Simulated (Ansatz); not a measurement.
C2H7AlO2, relaxed with RKS PBE-D4/def2-SVP in Ansatz from a rough embedded geometry. The force threshold is 0.03 eV/Å; the program also tests the step.

Charge 0, multiplicity 1. The bonds changed during the relaxation, so this is another structure than the one it started from.

Start:

```xyz
12

C     0.104    1.608   -1.072
O     0.269    0.972    0.197
C     0.002   -0.383    0.028
O     1.014   -1.105   -0.555
Al   -0.345   -1.203    1.829
H    -0.925    1.646   -1.363
H     0.783    1.204   -1.805
H     0.405    2.681   -0.859
H    -1.002   -0.528   -0.565
H     0.704   -1.902   -0.929
H    -0.715   -2.720    1.960
H    -0.293   -0.270    3.133
```

```
step  energy (eV)  largest force (eV/Å)  largest move (Å)
   1  -12859.3793                 2.966             0.000
   2  -12859.7785                 1.341             0.161
   3  -12859.8525                 0.569             0.093
   4  -12859.8835                 0.425             0.069
   5  -12859.9311                 0.572             0.162
   6  -12859.9775                 0.594             0.196
   7  -12860.0848                 0.760             0.197
   8  -12860.2268                 0.856             0.195
   9  -12860.2447                 0.787             0.200
  10  -12860.2647                 0.696             0.093
  11  -12860.2871                 0.184             0.065
  12  -12860.2895                 0.127             0.019
  13  -12860.2920                 0.096             0.019
  14  -12860.2927                 0.076             0.012
  15  -12860.2929                 0.106             0.029
  16  -12860.2933                 0.038             0.005
  17  -12860.2933                 0.010             0.003
```

End:

```xyz
12

C     0.130    1.661   -1.146
O    -0.251    1.146    0.132
C    -0.571   -0.159    0.179
O     0.846   -1.056    0.098
Al   -0.184   -1.311    1.746
H    -0.639    1.422   -1.916
H     1.106    1.234   -1.460
H     0.224    2.759   -1.047
H    -1.113   -0.514   -0.732
H     0.767   -1.733   -0.603
H    -0.873   -2.760    1.736
H     0.559   -0.690    3.014
```

It took 18 s on 4 threads of an Arm Neoverse V2 on a shared host, with 0.15 GiB of host memory at the peak.
